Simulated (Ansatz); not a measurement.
`[SiH3]N([SiH3])[Si]Cl` + NH₃ → `N[Si]N([SiH3])[SiH3]` + HCl at 298.15 K and 1 bar (ligand exchange at the Si–Cl bond).

Isolated molecules relaxed with PBE0-D4/def2-TZVP in Ansatz; ΔE leaves out vibrations. CCSD(T)/CBS is the MP2 limit (def2-TZVPP, def2-QZVPP) plus CCSD(T) − MP2 in def2-TZVPP, frozen cores. This one scheme is used for every species. One conformer a species, not always the lowest.

| species | CCSD(T)/CBS energy (Eh) | H − E (kJ/mol) | S (J/(mol·K)) |
| --- | --- | --- | --- |
| `[SiH3]N([SiH3])[Si]Cl` | -1385.41346 | 179.9 | 381.3 |
| NH₃ | -56.50880 | 100.5 | 192.4 |
| `N[Si]N([SiH3])[SiH3]` | -981.52495 | 245.8 | 387.8 |
| HCl | -460.38127 | 26.6 | 186.8 |

H − E and S are ideal-gas, rigid-rotor, harmonic terms from PBE0-D4/def2-TZVP, for one conformer and one mirror image of each species. 1 Eh = 2625.50 kJ/mol, R = 8.31446 J/(mol·K).

By hand: ΔE, ΔH, ΔS and ΔG.

ΔE = (-981.52495) + (-460.38127) − (-1385.41346) − (-56.50880) = 0.01604 Eh = 42.1 kJ/mol. Δ(H − E) = 245.8 + 26.6 − 179.9 − 100.5 = -8.0, so ΔH = 34.1 kJ/mol. ΔS = 387.8 + 186.8 − 381.3 − 192.4 = 0.9 J/(mol·K). ΔG = 34.1 − 298.15 × (0.9)/1000 = 33.8 kJ/mol.

By hand: the equilibrium constant, and the temperature at which ΔG would vanish if ΔH and ΔS stayed fixed.

log₁₀ K = −ΔG/(RT ln 10) = -5.9. ΔG = 0 at ΔH/ΔS = 37889 K, far beyond where these terms or the molecules hold.

The number of gas molecules stays the same, so ΔS is small and ΔH decides. A doubt of 5 kJ/mol in ΔE shifts log₁₀ K by 0.9 here. Other conformers and mirror images would add mixing entropy, several J/(mol·K) or more a flexible species. These are equilibria of isolated gas molecules and say nothing of rates. Largest T1 diagnostic: 0.013 (customary marks: 0.02 for closed shells, 0.045 for open ones).
